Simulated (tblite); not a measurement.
C5H12O2Si.
Z-matrix (Å and degrees, GFN2-xTB geometry), rows numbered from 1:
```
C 
C   1  1.3221
C   2  1.4867  1  124.65
Si  3  1.9108  2  109.49  1   -98.60
O   4  1.6357  3  111.31  2    54.03
O   4  1.6359  3  103.22  2   -65.87
C   4  1.9001  3  114.50  2   171.64
C   7  1.5255  4  113.32  3    58.01
H   1  1.0769  2  122.21  3   178.11
H   1  1.0784  2  121.51  3    -3.17
H   2  1.0813  1  120.08  3  -176.53
H   3  1.0877  2  109.80  1   140.75
H   3  1.0896  2  110.09  1    21.72
H   5  0.9545  4  120.13  3   -36.36
H   6  0.9542  4  120.69  3   176.08
H   7  1.0889  4  110.17  3   -64.55
H   7  1.0909  4  108.82  3   179.57
H   8  1.0874  7  110.65  4    56.34
H   8  1.0872  7  110.53  4   -63.29
H   8  1.0887  7  110.89  4   176.59
```

Calculated harmonic vibrations of the isolated species, GFN2-xTB (tblite), most abundant isotopes, no scaling. This tight-binding method is rough: wavenumbers can miss measured ones by several per cent, in bad cases by 10 to 20. One conformer, not necessarily the lowest.

Harmonic wavenumbers (cm⁻¹): 32.4, 38.2, 58.0, 109.0, 140.7, 178.4, 182.1, 208.0, 239.5, 261.1, 275.5, 299.8, 356.8, 413.0, 580.7, 686.7, 722.9, 751.4, 773.7, 796.8, 839.2, 866.4, 875.9, 906.9, 958.3, 985.0, 1022.7, 1025.8, 1055.2, 1082.4, 1189.5, 1216.4, 1240.1, 1293.7, 1299.5, 1414.5, 1418.2, 1465.6, 1491.5, 1511.5, 1512.8, 1706.3, 2978.7, 2995.4, 3006.3, 3012.6, 3016.6, 3032.4, 3039.3, 3065.9, 3091.6, 3118.8, 3647.5, 3655.7.

A = 2645, B = 1021, C = 958.0 MHz; mass 132.061 u (most abundant isotopes); point group C1, symmetry number 1.

Question: What is the zero-point energy?

Answer: ½Σν̃ = 35571 cm⁻¹ = 101.70 kcal/mol.

Question: Entropy at 350 K, 1 bar (ideal gas, RRHO, classical rotation)?

Answer: Translation 41.37, rotation 29.69, vibration 46.17: S = 117.2 cal/(mol K).

Question: And Cp and H(350 K) − H(0)?

Answer: Cp = 48.91 cal/(mol K), of which vibrations give 40.96 (their classical limit is 54 R = 107.3); H(350 K) − H(0) = 10.65 kcal/mol without the zero-point energy, 7.87 from vibrations.

Question: Blend soft modes into free rotors: weight 1/[1 + (100 cm⁻¹/ν̃)⁴] for the oscillator and the rest for a rotor with moment μB/(μ + B), μ = h/(8π²ν), B = 10⁻⁴⁴ kg m². What vibrational entropy results?

Answer: 41.12 cal/(mol K) in place of 46.17, which changes −T·S at 350 K by +1.77 kcal/mol.

Question: What must be added to the electronic energy to get the Gibbs energy at 350 K and 1 bar?

Answer: ZPE + [H(350 K) − H(0)] − T·S = 101.70 + 10.65 − 41.03 = 71.32 kcal/mol.

Hindered rotation and anharmonicity are outside this model. Other conformers, if any are populated, would add a mixing term that is left out. The structure is chiral; the term R ln 2 for an equal mix with its mirror image is left out.
